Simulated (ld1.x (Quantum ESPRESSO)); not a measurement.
**Er (Z = 68): variants of one TM potential**

Base potential:

| Item | Value |
| --- | --- |
| Element | erbium |
| Generator | ld1.x (Quantum ESPRESSO) 7.5 |
| Type | norm-conserving Troullier–Martins (Kleinman–Bylander form) |
| Functional | revPBE |
| Relativity | scalar-relativistic |
| Frozen core | [Kr] 4d10 4f11 |
| Valence charge | 11 |
| Reference configuration | 5s2 5p6 5d1 6s2 6p0 |
| Partial waves | 5p (bound): rc 1.80 bohr; 5d (bound): rc 2.65 bohr; 5s (bound): rc 2.05 bohr |
| Local potential | the s channel |
| Core correction | none |

Occupied shells without a wave of their own: 6s. They enter only through the test configuration that unscreens the potential.

Cutoffs, loose and tight: the cutoffs (Ry, on a coarse ladder) from which the occupation-weighted sum of valence levels, in a spherical-Bessel basis at the reference potential, stays within 10 and 1 mRy of its value at 400 Ry. They do not see the model core or the augmentation charge, which bear on the density cutoff. Test errors are all-electron minus pseudo excitation energies from the reference, over the configurations 5s2 5p6 5d1 6s1 6p0; 5s2 5p6 5d1 6s0 6p0; 5s2 5p6 5d0 6s0 6p0; 5s2 5p6 5d0 6s2 6p0; 5s2 5p6 5d1 6s0 6p2; 5s2 5p6 5d2 6s0 6p0; 5s2 5p6 5d1.5 6s1.5 6p0. A dash means not determined; rows that change the core or the reference have their own tests.

```csv
change,outcome,"cutoff, loose","cutoff, tight",bound ghosts,largest test error (meV)
base,"generated, misses its reference levels by 1.27 eV",40 Ry,70 Ry,none,-6054
wave 5p (bound): rc 1.80 bohr becomes 5p (bound): rc 1.22 bohr,"generated, misses its reference levels by 1.27 eV",80 Ry,140 Ry,none,-6054
wave 5p (bound): rc 1.80 bohr becomes 5p (bound): rc 1.88 bohr,"generated, misses its reference levels by 1.27 eV",35 Ry,60 Ry,none,-6054
wave 5p (bound): rc 1.80 bohr becomes 5p (bound): rc 2.06 bohr,"generated, misses its reference levels by 1.27 eV",30 Ry,50 Ry,none,-6053
wave 5p (bound): rc 1.80 bohr becomes 5p (bound): rc 2.28 bohr,"generated, misses its reference levels by 1.27 eV",30 Ry,50 Ry,none,-6052
wave 5p (bound): rc 1.80 bohr becomes 5p (bound): rc 2.50 bohr,"generated, misses its reference levels by 1.27 eV",30 Ry,50 Ry,none,-6051
wave 5p (bound): rc 1.80 bohr becomes 5p (bound): rc 2.70 bohr,"generated, misses its reference levels by 1.27 eV",25 Ry,50 Ry,none,-6051
```

Problem. What comes out with this change to the base: wave 5p (bound): rc 1.80 bohr becomes 5p (bound): rc 1.64 bohr?

Solution. outcome: generated, misses its reference levels by 1.27 eV; cutoff, loose: 45 Ry; cutoff, tight: 80 Ry; bound ghosts: none; largest test error (meV): -6054.

Problem. What comes out with this change to the base: wave 5p (bound): rc 1.80 bohr becomes 5p (bound): rc 1.40 bohr?

Solution. outcome: generated, misses its reference levels by 1.27 eV; cutoff, loose: 80 Ry; cutoff, tight: 100 Ry; bound ghosts: none; largest test error (meV): -6053.

Reading the sweep of the p radius (base included, trends over the rows without a ghost): The loose cutoff falls from 80 Ry at 1.22 to 25 Ry at 2.7 bohr. A larger radius leaves more room for a smooth pseudo-wave, so fewer plane waves are needed; a smaller one forces it to follow the all-electron wave where it bends sharply. The median size of the test errors (rows with all tests solved) stays near 3023.1 meV.
